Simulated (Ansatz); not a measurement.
Calculated with Ansatz (gas phase, PBE0-D4/def2-TZVP geometries, no zero-point term in ΔE). CCSD(T)/CBS is the MP2 limit (def2-TZVPP, def2-QZVPP) plus CCSD(T) − MP2 in def2-TZVPP, frozen cores. This one scheme is used for every species. Functionals use def2-TZVPP. B3LYP here is the variant with VWN-RPA as its local correlation; programs differ in this. One conformer a species, not always the lowest.

Reaction (silylene formation by 1,1-elimination): `N[SiH](F)/N=C/O` → `N[Si]F` + `N=CO`

`N[SiH](F)/N=C/O`:

```xyz
11

N    -0.976   -1.861    0.306
Si   -0.302   -0.437    0.921
F     1.167   -0.650    1.547
N    -0.201    0.694   -0.361
C     0.842    1.305   -0.706
O     0.869    2.199   -1.695
H    -0.830   -2.147   -0.647
H    -1.257   -2.624    0.898
H    -1.117    0.064    2.045
H     1.839    1.200   -0.267
H    -0.034    2.257   -2.041
```

`N[Si]F`:

```xyz
5

N    -0.459   -0.351    0.146
Si    0.300    0.617   -1.030
F     1.593    1.076   -0.164
H    -0.106   -0.515    1.079
H    -1.329   -0.828   -0.031
```

`N=CO`:

Z-matrix (Å, degrees):
```
C
O 1 1.336
N 1 1.258 2 122.1
H 1 1.092 2 110.5 3 -180.0
H 2 0.968 1 106.6 3 -0.0
H 3 1.014 1 111.3 2 180.0
```

| level | ΔE (kcal/mol) | difference from CCSD(T)/CBS |
| --- | --- | --- |
| PBE-D4 | 44.8 | -3.6 |
| PBE0-D4 | 49.2 | 0.8 |
| B3LYP-D4 | 46.5 | -1.9 |
| ωB97X-V | 50.0 | 1.6 |
| ωB97M-V | 46.4 | -2.0 |
| B2PLYP | 46.6 | -1.8 |
| PBE | 42.6 | -5.8 |
| r2SCAN | 50.7 | 2.3 |
| PBE0 | 47.3 | -1.1 |
| HF/def2-TZVPP | 49.5 | 1.1 |
| MP2/def2-TZVPP | 51.4 | 3.0 |
| SCS-MP2/def2-TZVPP | 49.2 | 0.8 |
| CCSD/def2-TZVPP | 47.4 | -1.0 |
| MP2/def2-QZVPP | 52.0 | 3.6 |
| SCS-MP2/def2-QZVPP | 50.0 | 1.6 |
| MP2/CBS(def2) | 52.5 | 4.1 |
| CCSD(T)/CBS | 48.4 | 0 |

Largest T1 diagnostic among the species: 0.014.

From PBE to PBE0 (25 % exact exchange), in def2-TZVPP and without D4, ΔE moves by +4.7 kcal/mol. The D4 term adds +3.5 kcal/mol with B3LYP and +1.9 kcal/mol with PBE0; it sums over pairs of atoms, weighted by their polarisabilities, and B3LYP, whose exchange is more repulsive, gets the larger term.
